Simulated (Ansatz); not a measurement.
Question: Name a neutral molecule of B, C, In, Si and H with LUMO energy (PBE0/def2-TZVPP) between -1.65 and -1.35 eV and size of the dipole moment (B3LYP/def2-TZVPP) between 0.70 and 1.00 D (Ansatz, PBE0-D4/def2-TZVP geometry).

Answer: `[SiH3]B[CH2][InH2]` (-1.58 eV, 0.81 D). Other molecules can fit too; these were computed, each in one conformer that needn't be the lowest.

B3LYP here is the variant with VWN-RPA as its local correlation; programs differ in this.
